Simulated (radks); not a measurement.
Results of a calculation; reference values are marked as such.
Q: Isoelectronic series with 23 electrons, all held in the configuration [Ar] 3d3 4s2, which need not be the ground one along the series. Code: a radial shooting solver on a logarithmic mesh with Libxc functionals. Model: scalar-relativistic Kohn-Sham, r2SCAN, spin-polarised, spherical densities, finite nucleus; open shells are filled with parallel spins first (spin-orbit coupling, left out, can overturn this in heavy ions); meta-GGA in the generalised Kohn-Sham scheme; Fermi nuclear charge, rms radius of each element as measured or else 0.836 A^(1/3) + 0.57 fm. Total energies (hartree) and orbital eigenvalues (hartree) (* marks an orbital that is empty in some or all of the ions):

ion    E (hartree)   3d down*    4s down      4s up      3d up
V       -949.26415   -0.10813   -0.16031   -0.19060   -0.22953
Mn2+   -1157.06717   -1.25435   -0.86028   -0.89324   -1.42705
Co4+   -1387.22926   -2.96914   -1.87433   -1.91252   -3.18615
Cu6+   -1639.77188   -5.18100   -3.17122   -3.21563   -5.44014
Ga8+   -1914.79326   -7.86718   -4.74064   -4.79169   -8.16734
As10+  -2212.42780  -11.01722   -6.57832   -6.63619  -11.35772
Br12+  -2532.83464  -14.62543   -8.68256   -8.74736  -15.00581
Rb14+  -2876.19330  -18.68843  -11.05300  -11.12480  -19.10836
Nb18+  -3632.57542  -28.17137  -16.59518  -16.68114  -28.66971
Tc20+  -4046.04888  -33.58930  -19.76956  -19.86269  -34.12659
Rh22+  -4483.37503  -39.45761  -23.21524  -23.31561  -40.03372
Ag24+  -4944.82689  -45.77619  -26.93449  -27.04217  -46.39101
In26+  -5430.69398  -52.54516  -30.92985  -31.04494  -53.19861
Sb28+  -5941.28951  -59.76482  -35.20419  -35.32676  -60.45681
I30+   -6476.94659  -67.43560  -39.76063  -39.89080  -68.16606
Cs32+   -7038.0241  -75.55802  -44.60263  -44.74051  -76.32690
La34+   -7624.9025  -84.13274  -49.73390  -49.87961  -84.93998

Estimate the row of Pr36+.

A: E (hartree) -8237.9911; 3d down* -93.16049; 4s down -55.15851; 4s up -55.31218; 3d up -94.00604.
